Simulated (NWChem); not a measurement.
System: CH$_{3}$ClSn, singlet; SMILES [CH3][Sn][Cl]

The following NWChem deck was run.

```
start job
memory heap 200 mb stack 900 mb global 1100 mb
geometry units angstroms noautoz
  Sn    -0.364608     0.478957     0.000984
  Cl     0.281017    -1.836159    -0.001050
  C      1.707171     1.205689     0.001284
  H      1.762989     2.305007     0.007536
  H      2.228377     0.818728    -0.889938
  H      2.232413     0.807969     0.885275
end
basis spherical
  * library def2-svp
end
ecp
  Sn library def2-ecp
end
dft
  xc r2scan
  grid coarse
  iterations 150
  mulliken
end
task dft gradient
```

Excerpt of the output:

```
             Northwest Computational Chemistry Package (NWChem) 7.3.0
             --------------------------------------------------------

 C1  symmetry detected

                             Geometry "geometry" -> ""
                             -------------------------

 Output coordinates in angstroms (scale by  1.889725989 to convert to a.u.)

  No.       Tag          Charge          X              Y              Z
 ---- ---------------- ---------- -------------- -------------- --------------
    1 Sn                  50.0000    -0.37954657     0.44973400     0.00000704
    2 Cl                  17.0000     0.13472825    -1.89805629     0.00000643
    3 C                    6.0000     1.72985754     1.05868558     0.00006518
    4 H                    1.0000     1.84747099     2.15312300     0.00541480
    5 H                    1.0000     2.22856700     0.64225073    -0.89074459
    6 H                    1.0000     2.23176492     0.63276957     0.88447740

 Effective nuclear repulsion energy (a.u.)     320.9675414665

                                 NWChem DFT Module
                                 -----------------

 Summary of "ao basis" -> "ao basis" (spherical)
 ------------------------------------------------------------------------------
       Tag                 Description            Shells   Functions and Types
 ---------------- ------------------------------  ------  ---------------------
 Sn                         def2-svp                10       26   4s4p2d
 Cl                         def2-svp                 8       18   4s3p1d
 C                          def2-svp                 6       14   3s2p1d
 H                          def2-svp                 3        5   2s1p

            General Information
            -------------------
          SCF calculation type: DFT
          Wavefunction type:  closed shell.
          No. of atoms     :     6
          No. of electrons :    48
           Alpha electrons :    24
            Beta electrons :    24
          Charge           :     0
          Spin multiplicity:     1
          Use of symmetry is: off; symmetry adaption is: off
          Maximum number of iterations: 150
          AO basis - number of functions:    73
                     number of shells:    33
          Convergence on energy requested:  1.00D-06
          Convergence on density requested:  1.00D-05
          Convergence on gradient requested:  5.00D-04

              XC Information
              --------------
                      r^2SCAN Method XC Functional
               r^2SCAN metaGGA Exchange Functional  1.000
                     r^2SCAN Correlation Potential  1.000

             Grid Information
             ----------------
          Grid used for XC integration:  coarse
          Radial quadrature: Mura-Knowles
          Angular quadrature: Lebedev.
          Tag              B.-S. Rad. Rad. Pts. Rad. Cut. Ang. Pts.
          ---              ---------- --------- --------- ---------
          Sn                  1.45      104           9.0       302
          Cl                  1.00       70          11.0       302
          C                   0.70       35           8.0       302
          H                   0.35       35          10.0       302
          Grid pruning is: on
          Number of quadrature shells:   314
          Spatial weights used:  Erf1

      Superposition of Atomic Density Guess
      -------------------------------------

 Sum of atomic energies:        -747.54190976

      Non-variational initial energy
      ------------------------------

 Total energy =    -712.401741
 1-e energy   =   -1380.975247
 2-e energy   =     508.910711
 HOMO         =      -0.235974
 LUMO         =      -0.053474

     ---------------------------------------------
      Total Density - Mulliken Population Analysis
     ---------------------------------------------

    Atom       Charge   Shell Charges
 -----------   ------   -------------------------------------------------------
    1 Sn  22    20.97   1.60  0.43  1.20  0.68  3.27  2.72  0.63  0.37  9.77  0.31
    2 Cl  17    17.63   2.00  1.99  1.24  0.73  5.94  2.20  3.52  0.01
    3 C    6     6.77   1.99  0.98  0.32  2.13  1.34  0.01
    4 H    1     0.88   0.66  0.19  0.03
    5 H    1     0.88   0.65  0.20  0.03
    6 H    1     0.88   0.65  0.20  0.03

   convergence    iter        energy       DeltaE   RMS-Dens  Diis-err
 ---------------- ----- ----------------- --------- --------- ---------
 d= 0,ls=0.0,diis     1   -714.2469579553 -8.74D+02  2.32D-02  3.19D-01
 d= 0,ls=0.0,diis     2   -714.0882172485  1.59D-01  1.53D-02  1.14D+00
 d= 0,ls=0.0,diis     3   -714.2949513128 -2.07D-01  3.60D-03  3.29D-02
 d= 0,ls=0.0,diis     4   -714.2980866484 -3.14D-03  1.61D-03  1.66D-02
 d= 0,ls=0.0,diis     5   -714.3006184785 -2.53D-03  2.61D-04  3.97D-04
  Resetting Diis
 d= 0,ls=0.0,diis     6   -714.3006753057 -5.68D-05  6.79D-05  2.94D-05
 d= 0,ls=0.0,diis     7   -714.3006795438 -4.24D-06  5.01D-05  1.46D-06
 d= 0,ls=0.0,diis     8   -714.3006790336  5.10D-07  3.09D-05  4.17D-06
 d= 0,ls=0.0,diis     9   -714.3006798452 -8.12D-07  3.70D-06  5.67D-08

         Total DFT energy =     -714.300679845150
      One electron energy =    -1383.484811665162
           Coulomb energy =      562.395235212509
    Exchange-Corr. energy =      -52.873899029276
 Nuclear repulsion energy =      159.662795636779

 Numeric. integr. density =       48.000061708718

                       DFT Final Molecular Orbital Analysis
                       ------------------------------------

 Vector   22  Occ=2.000000D+00  E=-2.773444D-01
              MO Center=  1.2D-01, -1.7D+00,  4.7D-05, r^2= 1.6D+00
   Bfn.  Coefficient  Atom+Function         Bfn.  Coefficient  Atom+Function
  ----- ------------  ---------------      ----- ------------  ---------------
    39      0.625300  2 Cl pz                36      0.447162  2 Cl pz
    33      0.263990  2 Cl pz                13      0.123916  1 Sn pz
    16      0.107351  1 Sn pz                18      0.052360  1 Sn d -1
    50     -0.049613  3 C  pz                23     -0.044927  1 Sn d -1
    53     -0.044754  3 C  pz                10     -0.040879  1 Sn pz

 Vector   23  Occ=2.000000D+00  E=-2.721311D-01
              MO Center=  2.2D-02, -1.5D+00,  3.4D-05, r^2= 2.4D+00
   Bfn.  Coefficient  Atom+Function         Bfn.  Coefficient  Atom+Function
  ----- ------------  ---------------      ----- ------------  ---------------
    37      0.501085  2 Cl px                34      0.361541  2 Cl px
    38      0.322699  2 Cl py                35      0.232522  2 Cl py
    31      0.212967  2 Cl px                 3     -0.184421  1 Sn s
    11      0.146129  1 Sn px                32      0.136710  2 Cl py
    14      0.117651  1 Sn px                 4     -0.109695  1 Sn s

 Vector   24  Occ=2.000000D+00  E=-2.138992D-01
              MO Center=  1.4D-01,  3.0D-01, -1.5D-05, r^2= 4.1D+00
   Bfn.  Coefficient  Atom+Function         Bfn.  Coefficient  Atom+Function
  ----- ------------  ---------------      ----- ------------  ---------------
    11      0.360199  1 Sn px                48     -0.332759  3 C  px
     3     -0.326012  1 Sn s                 37     -0.314183  2 Cl px
     4     -0.286478  1 Sn s                 51     -0.245429  3 C  px
    47      0.216184  3 C  s                 34     -0.210110  2 Cl px
    14      0.166404  1 Sn px                 2      0.129771  1 Sn s

 Vector   25  Occ=0.000000D+00  E=-1.212143D-01
              MO Center= -3.4D-01,  3.5D-01,  6.7D-05, r^2= 3.5D+00
   Bfn.  Coefficient  Atom+Function         Bfn.  Coefficient  Atom+Function
  ----- ------------  ---------------      ----- ------------  ---------------
    13      0.614143  1 Sn pz                16      0.527200  1 Sn pz
    39     -0.242561  2 Cl pz                10     -0.184451  1 Sn pz
     7     -0.170876  1 Sn pz                36     -0.145359  2 Cl pz
    65      0.119524  5 H  s                 70     -0.119082  6 H  s
    33     -0.084307  2 Cl pz                64      0.083457  5 H  s

 Vector   26  Occ=0.000000D+00  E=-2.951119D-02
              MO Center= -4.1D-01,  3.8D-01, -6.9D-05, r^2= 4.3D+00
   Bfn.  Coefficient  Atom+Function         Bfn.  Coefficient  Atom+Function
  ----- ------------  ---------------      ----- ------------  ---------------
    15      0.759540  1 Sn py                12      0.530393  1 Sn py
    38      0.408594  2 Cl py                30      0.339620  2 Cl s
     3     -0.302720  1 Sn s                 47     -0.248931  3 C  s
    35      0.200795  2 Cl py                29      0.160617  2 Cl s
     9     -0.157438  1 Sn py                37     -0.152821  2 Cl px

[...]

                         DFT ENERGY GRADIENTS

    atom               coordinates                        gradient
                 x          y          z           x          y          z
   1 Sn     -0.717239   0.849874   0.000013    0.001872  -0.000770   0.000001
   2 Cl      0.254599  -3.586806   0.000012   -0.000464   0.000968   0.000001
   3 C       3.268957   2.000626   0.000123   -0.000293  -0.000299  -0.000003
   4 H       3.491214   4.068812   0.010232   -0.000315  -0.000451   0.000005
   5 H       4.211381   1.213678  -1.683263   -0.000395   0.000271   0.000370
   6 H       4.217424   1.195761   1.671420   -0.000405   0.000282  -0.000374
```

Level: r2SCAN/def2-SVP with def2 effective core potentials on Sn. Low-valent species are run as closed-shell singlets; no triplet was tried in these runs. Geometry: optimised at PBE0/def2-SVP. def2 effective core potentials on Sn; no spin-orbit coupling.
